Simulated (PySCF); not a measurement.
From one molecule to another.

First species: C₅H₁₆FNSi₂.
Atom-mapped SMILES: `[CH3:1][N:2]([CH3:3])[C:4]([CH3:5])([CH3:6])[SiH2:7][SiH2:8][F:9]` (hydrogens: H10, H11, H12 on C1; H13, H14, H15 on C3; H16, H17, H18 on C5; H19, H20, H21 on C6; H22, H23 on Si7; H24, H25 on Si8)

Second species: C5H16FNSi2.
Atom-mapped SMILES: `[CH3:1][CH2:2][NH:3][C:4]([CH3:5])([CH3:6])[SiH2:7][SiH2:8][F:9]` (hydrogens: H10, H11, H12 on C1; H13, H14 on C2; H15 on N3; H16, H17, H18 on C5; H19, H20, H21 on C6; H22, H23 on Si7; H24, H25 on Si8)

Levels: PBE0/pcSseg-1 for dipole moment, HOMO energy, LUMO energy and HOMO–LUMO gap; GFN2-xTB for rotational constant A and rotational constant C. Geometries: GFN2-xTB. Each species is one conformer at its optimised geometry, gas phase, non-relativistic unless stated; the electronic structure was computed with PySCF and density fitting.

Dipoles, sizes and rotational constants follow the conformer. The torsions of the flexible species, by atom-mapped SMILES:
- `[CH3:1][N:2]([CH3:3])[C:4]([CH3:5])([CH3:6])[SiH2:7][SiH2:8][F:9]`: C1–N2–C4–C5 -76°, N2–C4–Si7–Si8 -36°, C4–Si7–Si8–F9 -178°
- `[CH3:1][CH2:2][NH:3][C:4]([CH3:5])([CH3:6])[SiH2:7][SiH2:8][F:9]`: C1–C2–N3–C4 -83°, C2–N3–C4–C5 -57°, N3–C4–Si7–Si8 43°, C4–Si7–Si8–F9 134°

```
             property   column X   column Y
        dipole moment     3.54 D     2.26 D
          HOMO energy   -6.34 eV   -6.14 eV
          LUMO energy   -0.42 eV   -0.81 eV
        HOMO–LUMO gap    5.92 eV    5.33 eV
rotational constant A  1.723 GHz  1.449 GHz
rotational constant C  0.629 GHz  0.595 GHz
```

**Question.** Which column belongs to which species?

**Answer.** Column X is the first species and column Y the second. The first has 25 atoms and 90 electrons, the second 25 and 90.

**Question.** How does each property change from the first species to the second?

**Answer.** dipole moment -1.28 D; HOMO energy +0.20 eV; LUMO energy -0.39 eV; HOMO–LUMO gap -0.59 eV; rotational constant A -0.274 GHz; rotational constant C -0.034 GHz.

On the first: In atomic units the dipole is 1.39 e·bohr (1 au = 2.5417 D).

On the second: The dipole equals about 7.5 × 10⁻³⁰ C·m (1 D = 3.33564 × 10⁻³⁰ C·m).
